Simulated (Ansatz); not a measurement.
Steps of a relaxation of `[CH3][In][I]` radical with UKS PBE-D4/def2-SVP.

```sh
$ ansatz run in.yaml --threads 4 --pin off --events-out ev --progress --plain --max-ram 10444MiB
```

```yaml
crystal:
  periodic: [false, false, false]
  atoms:
    - {symbol: C, position_ang: [0.581600, -0.338500, -0.269900]}
    - {symbol: In, position_ang: [-0.995600, 1.252600, 0.443800]}
    - {symbol: I, position_ang: [-2.188300, -0.018200, 1.179100]}
    - {symbol: H, position_ang: [0.697200, -1.306500, -0.703400]}
    - {symbol: H, position_ang: [0.582200, 0.440600, -1.123400]}
    - {symbol: H, position_ang: [1.364900, -0.094000, 0.427600]}
basis:
  gaussian: {orbitals: def2-SVP}
magnetization: {spin_polarized: true, initial_magnetization: 1}
hamiltonian: {xc: pbe, dispersion: d4}
relax: {f_tol: 0.03, max_steps: 200}
```

Positions (Å) and forces (eV/Å) along the path, 9 of 9 steps:

```xyz
6
step=1 energy=-14347.6787 eV
C     0.582   -0.339   -0.270    0.356    3.094   -1.853
In   -0.996    1.253    0.444   24.730   25.893  -15.037
I    -2.188   -0.018    1.179  -26.373  -26.512   16.073
H     0.697   -1.306   -0.703   -0.695   -1.510   -0.168
H     0.582    0.441   -1.123    1.018   -1.198    0.520
H     1.365   -0.094    0.428    0.963    0.232    0.464
6
step=2 energy=-14355.8414 eV
C     0.586   -0.325   -0.279    0.700    1.899   -1.723
In   -0.880    1.374    0.374    5.324    6.332   -3.111
I    -2.316   -0.144    1.257   -6.837   -6.436    4.093
H     0.692   -1.313   -0.703   -0.795   -1.037    0.082
H     0.590    0.436   -1.124    0.907   -0.958    0.208
H     1.370   -0.092    0.429    0.701    0.200    0.451
6
step=3 energy=-14357.6055 eV
C     0.659   -0.259   -0.346    0.355    0.302   -0.935
In   -0.911    1.421    0.417    2.655    2.402   -1.491
I    -2.466   -0.221    1.338   -3.271   -2.956    1.900
H     0.581   -1.339   -0.645   -0.602    0.619    0.452
H     0.752    0.413   -1.229    0.577   -0.434    0.027
H     1.426   -0.079    0.419    0.286    0.067    0.047
6
step=4 energy=-14358.4356 eV
C     0.732   -0.183   -0.398   -0.501   -1.063    0.034
In   -0.891    1.414    0.418    0.925    0.197   -0.495
I    -2.612   -0.321    1.411   -1.099   -0.797    0.623
H     0.413   -1.296   -0.555    0.148    1.860    0.301
H     0.903    0.391   -1.320    0.462   -0.226   -0.171
H     1.497   -0.070    0.398    0.065    0.029   -0.292
6
step=5 energy=-14358.7594 eV
C     0.759   -0.119   -0.422   -0.419   -0.407   -0.177
In   -0.911    1.314    0.437    0.745   -0.074   -0.445
I    -2.753   -0.343    1.494   -0.592   -0.379    0.340
H     0.328   -1.173   -0.511    0.258    1.090    0.066
H     1.070    0.327   -1.398   -0.013   -0.250    0.365
H     1.549   -0.070    0.354    0.021    0.020   -0.151
6
step=6 energy=-14358.8510 eV
C     0.792   -0.105   -0.434   -0.266   -0.262   -0.123
In   -0.917    1.187    0.441    0.467    0.004   -0.275
I    -2.923   -0.278    1.577   -0.284   -0.196    0.163
H     0.385   -1.149   -0.537    0.181    0.606    0.032
H     1.099    0.341   -1.409   -0.072   -0.160    0.293
H     1.606   -0.060    0.317   -0.026    0.008   -0.090
6
step=7 energy=-14358.8733 eV
C     0.795   -0.095   -0.432   -0.007   -0.157   -0.103
In   -0.896    1.133    0.431    0.082    0.130   -0.055
I    -2.976   -0.261    1.598   -0.084   -0.085    0.050
H     0.395   -1.129   -0.538    0.098    0.201   -0.003
H     1.098    0.343   -1.406   -0.054   -0.083    0.157
H     1.626   -0.055    0.301   -0.035   -0.007   -0.045
6
step=8 energy=-14358.8726 eV rejected
C     0.781   -0.101   -0.424    0.064    0.099   -0.048
In   -0.880    1.204    0.402   -0.146   -0.171    0.087
I    -2.932   -0.308    1.591    0.117    0.114   -0.068
H     0.370   -1.120   -0.536   -0.064   -0.022    0.025
H     1.098    0.329   -1.392    0.023   -0.015   -0.004
H     1.605   -0.069    0.313    0.006   -0.005    0.008
6
step=9 energy=-14358.8772 eV
C     0.789   -0.099   -0.427   -0.001    0.029   -0.027
In   -0.890    1.169    0.417    0.006   -0.007   -0.002
I    -2.949   -0.284    1.591   -0.010   -0.006    0.007
H     0.381   -1.121   -0.536   -0.006    0.010    0.010
H     1.095    0.334   -1.397    0.008   -0.017    0.010
H     1.617   -0.063    0.306    0.004   -0.009    0.003
```

It took 13 s on 4 threads of an Arm Neoverse V2 on a shared host, with 0.16 GiB of host memory at the peak.
